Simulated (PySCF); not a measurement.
One of the candidates below gave these computed data.

All candidates are C6H9FO.

| technique | computed result |
| --- | --- |
| Polarisability | 68.5 au [B3LYP/def2-SVPD] |
| Triplet | lowest triplet excitation (Tamm–Dancoff): 6.78 eV [TDA B3LYP/def2-SVPD] |
| Dipole | 2.93 D [B3LYP/def2-SVPD] |
| UV, first state | lowest singlet excitation: 6.87 eV (180 nm, f = 0.008) [TDDFT B3LYP/def2-SVPD] |
| Rotational structure | rotational constants A, B, C: 3.820, 1.956, 1.769 GHz [GFN2-xTB] |

Gas-phase values; electronic properties from PySCF, density fitting. Levels stand in brackets. Isolated species at its GFN2-xTB geometry, gas phase.

Question: Which candidate is it?
A. `C=C1C[C@@H](O)[C@H](F)C1`
B. `C=C(F)C(=O)C(C)C`
C. `F[C@@H]1C[C@H]2CC[C@@H]1O2`
D. `CO/C=C/C/C=C\F`

Answer: C. It is `F[C@@H]1C[C@H]2CC[C@@H]1O2`. Numbering: `[F:1][C@@H:2]1[CH2:3][C@H:4]2[CH2:5][CH2:6][C@@H:7]1[O:8]2`. Its formula, C6H9FO, gives 2 degrees of unsaturation: 2 rings and 0 π bonds in the structure found. The optimised geometry has point group C1 and is an asymmetric top.

The others, at the same levels:
- `C=C1C[C@@H](O)[C@H](F)C1` fails: its computed lowest singlet excitation is 6.53 eV (190 nm, f = 0.191) (against 6.87 eV), lowest triplet excitation (Tamm–Dancoff) is 4.20 eV (against 6.78 eV) and static isotropic polarisability is 75.0 au (against 68.5 au).
- `C=C(F)C(=O)C(C)C` fails: its computed lowest singlet excitation is 3.69 eV (336 nm, f = 0.001) (against 6.87 eV), lowest triplet excitation (Tamm–Dancoff) is 3.22 eV (against 6.78 eV) and static isotropic polarisability is 77.2 au (against 68.5 au).
- `CO/C=C/C/C=C\F` fails: its computed lowest singlet excitation is 5.68 eV (218 nm, f = 0.139) (against 6.87 eV), lowest triplet excitation (Tamm–Dancoff) is 4.32 eV (against 6.78 eV) and static isotropic polarisability is 81.7 au (against 68.5 au).

Each candidate is one conformer, not necessarily the lowest. The conformers computed, where there is a choice (atom-mapped SMILES and torsion angles):
- `[CH2:1]=[C:2]([F:3])[C:4](=[O:5])[CH:6]([CH3:7])[CH3:8]`: C1–C2–C4–O5 -1°, C2–C4–C6–C7 162°
- `[CH3:1][O:2]/[CH:3]=[CH:4]/[CH2:5]/[CH:6]=[CH:7]\[F:8]`: C1–O2–C3–C4 0°, C3–C4–C5–C6 -112°, C4–C5–C6–C7 -120°

The conformers of `F[C@@H]1C[C@H]2CC[C@@H]1O2` and `C=C1C[C@@H](O)[C@H](F)C1` aren't listed.
